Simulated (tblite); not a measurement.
Record of a relaxation.

Compound: C₆H₁₅AlO.
Atom-mapped SMILES: `[CH3:1][O:2][AlH:3][C@@H:4]([CH3:5])[CH:6]([CH3:7])[CH3:8]` (hydrogens: H9, H10, H11 on C1; H12 on Al3; H13 on C4; H14, H15, H16 on C5; H17 on C6; H18, H19, H20 on C7; H21, H22, H23 on C8)

Computed with GFN2-xTB (tblite), gas phase: L-BFGS steps from a force-field or distance-geometry start until the largest atomic force falls under 0.01 eV/Å. 8 of its 118 geometries are shown.

Step 0: E = -697.8063 eV, largest atomic force 2.456 eV/Å
```
atom  x, y, z in Å  |  force x, y, z in eV/Å
C1      3.750    0.030    0.295    0.306   0.238   0.388
O2      3.122   -0.835   -0.626   -2.133   1.109  -0.501
Al3     1.484   -0.164   -1.107    1.291  -0.621  -0.257
C4     -0.185   -0.669   -0.086    0.117   0.076   0.099
C5      0.016   -0.385    1.423    0.109   0.302   0.138
C6     -1.477   -0.046   -0.684    0.224   0.157   0.007
C7     -2.736   -0.770   -0.206   -0.445  -0.240   0.432
C8     -1.591    1.470   -0.413   -0.344   0.126  -0.066
H9      3.147    0.129    1.229    0.333   0.180  -0.521
H10     4.723   -0.391    0.583   -0.074  -0.010  -0.135
H11     3.923    1.029   -0.164   -0.093  -0.390   0.443
H12     1.357    0.841   -2.345    0.231  -0.374   0.451
H13    -0.244   -1.778   -0.194   -0.270   0.309   0.095
H14    -0.872   -0.680    1.998    0.272   0.142  -0.085
H15     0.221    0.703    1.589   -0.197  -0.896  -0.006
H16     0.875   -0.968    1.814   -0.404   0.346  -0.262
H17    -1.429   -0.183   -1.781    0.122   0.068   0.214
H18    -3.625   -0.399   -0.754    0.470  -0.180   0.378
H19    -2.655   -1.860   -0.392   -0.051   0.633   0.136
H20    -2.903   -0.611    0.889    0.098  -0.129  -0.921
H21    -2.459    1.884   -0.984    0.727  -0.310   0.466
H22    -1.769    1.672    0.662    0.138  -0.143  -0.657
H23    -0.676    2.008   -0.733   -0.427  -0.392   0.164
```

Step 17: E = -698.7313 eV, largest atomic force 0.443 eV/Å
```
atom  x, y, z in Å  |  force x, y, z in eV/Å
C1      3.865    0.144    0.399    0.107  -0.042  -0.055
O2      2.732   -0.039   -0.396    0.149   0.012   0.055
Al3     1.300   -0.074   -1.201    0.202  -0.055   0.139
C4     -0.248   -0.762   -0.096   -0.321   0.145   0.162
C5     -0.011   -0.425    1.389   -0.008   0.093   0.005
C6     -1.490   -0.084   -0.717   -0.233   0.034   0.114
C7     -2.769   -0.772   -0.229   -0.007   0.047  -0.030
C8     -1.546    1.416   -0.421    0.015  -0.130  -0.077
H9      3.570    0.204    1.450    0.061  -0.006  -0.030
H10     4.582   -0.682    0.277   -0.226   0.135  -0.054
H11     4.345    1.079    0.108    0.145   0.026   0.073
H12     1.300    0.553   -2.617   -0.211  -0.160   0.162
H13    -0.476   -1.835   -0.071    0.193  -0.141  -0.373
H14    -0.841   -0.716    2.037   -0.021  -0.053  -0.160
H15     0.160    0.636    1.526    0.088   0.185   0.044
H16     0.875   -0.948    1.748    0.019  -0.026  -0.066
H17    -1.421   -0.209   -1.816    0.006   0.028   0.188
H18    -3.662   -0.395   -0.724    0.067   0.096  -0.046
H19    -2.716   -1.844   -0.413   -0.018   0.020   0.031
H20    -2.881   -0.601    0.839   -0.055  -0.074   0.017
H21    -2.360    1.881   -0.975    0.025  -0.007   0.002
H22    -1.709    1.605    0.642    0.052  -0.042  -0.169
H23    -0.606    1.894   -0.730   -0.029  -0.087   0.067
```

Step 33: E = -698.8443 eV, largest atomic force 0.094 eV/Å
```
atom  x, y, z in Å  |  force x, y, z in eV/Å
C1      3.954    0.193    0.394    0.040  -0.005   0.005
O2      2.776    0.134   -0.354   -0.001  -0.033   0.015
Al3     1.325   -0.023   -1.112   -0.027   0.048  -0.016
C4     -0.263   -0.739   -0.087   -0.079  -0.008   0.003
C5     -0.043   -0.444    1.405   -0.043  -0.034  -0.016
C6     -1.524   -0.104   -0.696   -0.028   0.058  -0.015
C7     -2.819   -0.764   -0.219    0.006   0.048   0.001
C8     -1.556    1.398   -0.444   -0.013   0.046   0.008
H9      3.716    0.214    1.461    0.024   0.023  -0.007
H10     4.567   -0.687    0.190    0.035   0.001  -0.013
H11     4.523    1.090    0.139   -0.009   0.013  -0.022
H12     1.217    0.403   -2.582    0.007  -0.007   0.013
H13    -0.396   -1.828   -0.164   -0.001  -0.032  -0.051
H14    -0.891   -0.759    2.012    0.000  -0.017   0.021
H15     0.137    0.618    1.582    0.017  -0.062  -0.002
H16     0.837   -0.997    1.736   -0.029   0.061   0.065
H17    -1.468   -0.244   -1.787    0.081  -0.043  -0.001
H18    -3.671   -0.320   -0.730   -0.017  -0.040   0.007
H19    -2.807   -1.833   -0.429   -0.007   0.055   0.027
H20    -2.955   -0.615    0.850    0.010  -0.038   0.009
H21    -2.337    1.882   -1.025    0.014  -0.015  -0.075
H22    -1.739    1.624    0.603    0.033  -0.040   0.044
H23    -0.587    1.826   -0.730   -0.011   0.022   0.001
```

Step 50: E = -698.8709 eV, largest atomic force 0.059 eV/Å
```
atom  x, y, z in Å  |  force x, y, z in eV/Å
C1      4.060    0.240    0.329    0.014  -0.006  -0.008
O2      2.810    0.134   -0.287   -0.011  -0.027  -0.023
Al3     1.338   -0.021   -1.013   -0.003   0.049   0.002
C4     -0.287   -0.746   -0.047    0.008  -0.009   0.029
C5     -0.165   -0.532    1.469    0.007  -0.001   0.014
C6     -1.520   -0.098   -0.700    0.005   0.015   0.012
C7     -2.826   -0.723   -0.214   -0.020  -0.018  -0.015
C8     -1.553    1.410   -0.490    0.034   0.028   0.002
H9      3.941    0.283    1.414   -0.005   0.026   0.003
H10     4.675   -0.628    0.079    0.003  -0.012  -0.019
H11     4.571    1.143   -0.011   -0.010   0.013   0.005
H12     1.247    0.386   -2.493   -0.007  -0.008   0.029
H13    -0.402   -1.830   -0.205   -0.015  -0.029   0.029
H14    -1.037   -0.890    2.016   -0.006  -0.009  -0.044
H15    -0.015    0.521    1.705   -0.010   0.003   0.011
H16     0.702   -1.080    1.839    0.018   0.023  -0.006
H17    -1.429   -0.281   -1.782   -0.005   0.015   0.002
H18    -3.677   -0.260   -0.707   -0.030   0.009  -0.017
H19    -2.845   -1.789   -0.427   -0.002  -0.054  -0.005
H20    -2.936   -0.584    0.858   -0.038   0.011  -0.002
H21    -2.294    1.878   -1.134   -0.004  -0.010  -0.013
H22    -1.794    1.661    0.540    0.020  -0.023   0.023
H23    -0.571    1.833   -0.730    0.057   0.013  -0.009
```

Step 67: E = -698.8830 eV, largest atomic force 0.049 eV/Å
```
atom  x, y, z in Å  |  force x, y, z in eV/Å
C1      4.103    0.271    0.268    0.002   0.000  -0.013
O2      2.821    0.123   -0.273   -0.010  -0.009  -0.011
Al3     1.325   -0.029   -0.947   -0.004   0.020   0.019
C4     -0.306   -0.773    0.002    0.010  -0.014   0.018
C5     -0.238   -0.570    1.522    0.010   0.010   0.006
C6     -1.510   -0.104   -0.685    0.018  -0.004  -0.015
C7     -2.846   -0.708   -0.251   -0.002   0.006   0.011
C8     -1.494    1.405   -0.487    0.003   0.002   0.007
H9      4.048    0.339    1.357   -0.012  -0.001  -0.015
H10     4.727   -0.585   -0.003   -0.027  -0.005   0.002
H11     4.568    1.180   -0.122   -0.003   0.011   0.006
H12     1.206    0.418   -2.413   -0.015  -0.018   0.004
H13    -0.425   -1.855   -0.161    0.003  -0.026  -0.004
H14    -1.102   -0.999    2.031    0.035   0.001  -0.008
H15    -0.171    0.487    1.776   -0.009   0.006   0.012
H16     0.660   -1.055    1.909   -0.022  -0.011   0.011
H17    -1.394   -0.292   -1.763    0.030   0.004  -0.038
H18    -3.670   -0.260   -0.802    0.012   0.013  -0.030
H19    -2.856   -1.781   -0.432   -0.002  -0.009  -0.012
H20    -3.022   -0.539    0.808    0.008   0.029   0.034
H21    -2.211    1.899   -1.138   -0.011  -0.013  -0.011
H22    -1.725    1.673    0.541   -0.013  -0.010   0.023
H23    -0.491    1.783   -0.725   -0.001   0.018   0.006
```

Step 84: E = -698.8876 eV, largest atomic force 0.022 eV/Å
```
atom  x, y, z in Å  |  force x, y, z in eV/Å
C1      4.107    0.289    0.232    0.006   0.000  -0.001
O2      2.816    0.137   -0.283    0.000   0.005  -0.016
Al3     1.310   -0.031   -0.927   -0.001   0.000   0.007
C4     -0.302   -0.789    0.038    0.000   0.000   0.011
C5     -0.264   -0.592    1.558    0.000   0.001   0.008
C6     -1.483   -0.111   -0.680    0.005   0.006   0.001
C7     -2.840   -0.690   -0.280    0.001   0.002  -0.004
C8     -1.470    1.398   -0.477    0.002   0.008   0.001
H9      4.070    0.361    1.321    0.003  -0.004   0.005
H10     4.722   -0.570   -0.047   -0.001  -0.003   0.006
H11     4.567    1.195   -0.168   -0.010   0.004  -0.006
H12     1.147    0.399   -2.393    0.000  -0.007  -0.008
H13    -0.419   -1.871   -0.132   -0.006   0.001  -0.007
H14    -1.125   -1.049    2.047    0.001   0.011   0.005
H15    -0.233    0.465    1.819   -0.001  -0.001   0.006
H16     0.637   -1.055    1.962   -0.005  -0.006  -0.002
H17    -1.334   -0.302   -1.755   -0.004   0.021  -0.006
H18    -3.633   -0.242   -0.875   -0.004  -0.005  -0.008
H19    -2.862   -1.766   -0.435    0.006  -0.002   0.006
H20    -3.048   -0.484    0.768    0.003  -0.014   0.001
H21    -2.180    1.889   -1.139   -0.005  -0.004  -0.011
H22    -1.722    1.659    0.548   -0.004  -0.003   0.007
H23    -0.467    1.787   -0.695    0.015  -0.010   0.004
```

Step 100: E = -698.8887 eV, largest atomic force 0.012 eV/Å
```
atom  x, y, z in Å  |  force x, y, z in eV/Å
C1      4.104    0.293    0.221    0.000   0.005  -0.001
O2      2.815    0.141   -0.299    0.005  -0.003   0.005
Al3     1.304   -0.038   -0.928    0.002   0.001  -0.009
C4     -0.303   -0.786    0.049   -0.001  -0.002   0.012
C5     -0.270   -0.593    1.570   -0.004   0.003   0.003
C6     -1.477   -0.104   -0.675    0.003  -0.005   0.002
C7     -2.834   -0.693   -0.292    0.000  -0.001   0.002
C8     -1.464    1.405   -0.466    0.000  -0.002   0.003
H9      4.061    0.368    1.310    0.009  -0.002  -0.004
H10     4.720   -0.566   -0.054   -0.002   0.002   0.005
H11     4.563    1.200   -0.179   -0.002   0.002  -0.003
H12     1.129    0.365   -2.401    0.003  -0.002   0.000
H13    -0.425   -1.867   -0.124   -0.002  -0.002  -0.001
H14    -1.138   -1.040    2.055    0.005   0.009  -0.006
H15    -0.227    0.462    1.837    0.005  -0.007  -0.005
H16     0.623   -1.071    1.975   -0.010   0.006  -0.001
H17    -1.316   -0.285   -1.750   -0.006   0.003  -0.006
H18    -3.626   -0.257   -0.897    0.006   0.006   0.002
H19    -2.841   -1.770   -0.444   -0.002   0.000  -0.003
H20    -3.055   -0.490    0.754   -0.008  -0.002  -0.002
H21    -2.159    1.899   -1.142    0.002  -0.001   0.003
H22    -1.735    1.666    0.554   -0.001  -0.008   0.003
H23    -0.454    1.788   -0.665   -0.001   0.001   0.003
```

Step 117: E = -698.8897 eV, largest atomic force 0.010 eV/Å
```
atom  x, y, z in Å  |  force x, y, z in eV/Å
C1      4.112    0.306    0.202   -0.002   0.000   0.002
O2      2.817    0.135   -0.296   -0.001   0.003  -0.004
Al3     1.306   -0.058   -0.920    0.001  -0.004  -0.001
C4     -0.306   -0.794    0.060   -0.003   0.002  -0.001
C5     -0.283   -0.588    1.579    0.003   0.002   0.000
C6     -1.471   -0.104   -0.671   -0.004  -0.001  -0.001
C7     -2.835   -0.695   -0.313   -0.001   0.001   0.000
C8     -1.459    1.402   -0.441    0.000  -0.002  -0.003
H9      4.087    0.392    1.290   -0.003   0.002   0.008
H10     4.731   -0.551   -0.072    0.006   0.002  -0.005
H11     4.555    1.213   -0.215    0.003  -0.003  -0.004
H12     1.133    0.320   -2.401   -0.005   0.002   0.009
H13    -0.435   -1.875   -0.108   -0.008   0.001   0.004
H14    -1.174   -0.999    2.056    0.005   0.001   0.005
H15    -0.208    0.468    1.834    0.004   0.000   0.005
H16     0.587   -1.091    2.001    0.000  -0.006   0.000
H17    -1.300   -0.272   -1.747    0.000   0.001   0.000
H18    -3.617   -0.251   -0.925    0.006   0.002   0.003
H19    -2.842   -1.771   -0.475   -0.001   0.004  -0.004
H20    -3.071   -0.501    0.731   -0.004  -0.005  -0.005
H21    -2.135    1.908   -1.126    0.001   0.001  -0.003
H22    -1.754    1.649    0.576    0.003  -0.007  -0.001
H23    -0.443    1.782   -0.609   -0.003   0.005  -0.006
```

Problem. Summarise the path.

Solution. The energy falls by 1.0834 eV from step 0 to step 117; nine tenths of that is first reached at step 20. It falls at every step. The largest force goes from 2.456 to 0.010 eV/Å. Among the bonds O2–Al3 changes most, from 1.835 to 1.646 Å; the atoms move by 0.466 Å rms after alignment.

Problem. Follow the three bonds and two angles with the largest change from start to end.

Solution. 
```csv
step,E above end (eV),largest force (eV/Å),O2–Al3 (Å),Al3–H12 (Å),C8–H21 (Å),C1–O2–Al3 (°),Al3–C4–C6 (°)
0,1.0834,2.456,1.835,1.599,1.119,110.1,113.1
5,0.6424,0.450,1.682,1.513,1.092,123.9,113.3
10,0.4735,0.499,1.642,1.550,1.087,141.3,109.4
15,0.2264,0.613,1.641,1.542,1.088,167.3,104.6
20,0.0932,0.455,1.646,1.551,1.086,174.0,105.3
25,0.0586,0.093,1.645,1.533,1.089,175.4,106.7
31,0.0500,0.125,1.648,1.535,1.086,174.8,107.1
36,0.0396,0.083,1.646,1.533,1.090,174.2,107.2
41,0.0332,0.060,1.647,1.536,1.087,174.6,107.1
46,0.0254,0.093,1.647,1.534,1.090,177.4,106.7
51,0.0181,0.059,1.647,1.538,1.088,179.3,106.8
56,0.0157,0.043,1.648,1.534,1.088,179.4,106.6
61,0.0111,0.100,1.648,1.539,1.088,178.7,106.0
66,0.0072,0.061,1.649,1.536,1.087,178.5,105.3
71,0.0052,0.036,1.647,1.537,1.088,178.4,104.4
76,0.0031,0.033,1.647,1.535,1.087,178.5,103.4
81,0.0025,0.026,1.647,1.537,1.088,178.7,103.2
86,0.0019,0.021,1.647,1.537,1.088,178.6,102.8
92,0.0015,0.021,1.647,1.538,1.088,179.0,102.7
97,0.0011,0.018,1.647,1.538,1.088,179.2,102.4
102,0.0009,0.014,1.646,1.537,1.088,179.3,102.3
107,0.0006,0.022,1.646,1.537,1.088,179.0,102.2
112,0.0002,0.014,1.646,1.537,1.088,178.6,102.1
117,0.0000,0.010,1.646,1.538,1.088,178.5,102.1
```

The cost below is that of the whole relaxation. Time: 1.0 s wall. Hardware: an Intel Xeon 6975P-C with one thread, no GPU, shared host with 192 logical CPUs at a one-minute load of 159.
